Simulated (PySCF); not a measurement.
**Assigning NMR signals**

Mapped SMILES: `[N:1]#[C:2][c:3]1[c:4]([F:5])[c:6]([F:7])[c:8]([F:9])[c:10]([F:11])[c:12]1[F:13]`.

Calculated, not measured (PySCF 2.14): B3LYP/pcJ-1 coupling constants, PBE0-D3(BJ)/def2-SVP geometry, NMR shieldings at PBE/pcSseg-2/GIAO. No relativistic terms, isolated molecule, single conformer, one averaged value for each set of equivalent atoms.

Chemical shifts δ = σref − σ; TMS for $^{13}$C (σ = 179.39 ppm), all at this level.

Assign these signals to the numbered atoms. $^{13}$C{$^{1}$H} NMR (computed): δ 159.7 (C, dd, J = 330.3, 9.5 Hz), 156.2 (C, dtt, J = 330.4, 10.1, 1.6 Hz), 148.5 (C, m), 113.3 (C), 94.6 (C, tt, J = 13.3, 1.6 Hz).

## Answers


159.7 → C4/C12, aromatic carbon bearing fluorine: σ withdrawal by the attached heteroatom moves it downfield of the ring CH carbons
156.2 → C8, aromatic carbon bearing fluorine
148.5 → C6/C10, aromatic carbon bearing fluorine
113.3 → C2, nitrile carbon: this is the usual window of a C≡N carbon, which has no attached hydrogen
94.6 → C3, substituted aromatic carbon

C–F couplings over four or more bonds (about 3 Hz to the para carbon of a fluoroarene) are left out. Common functionals overestimate the size of one-bond C–F couplings by tens of Hz; these are unscaled. Shifts are as computed, not scaled to solution data. Of 1309 compounds with measured shifts, 239 miss one by over three times the rms of a fit or turn the order of signals round; such compounds aren't used in these exercises.
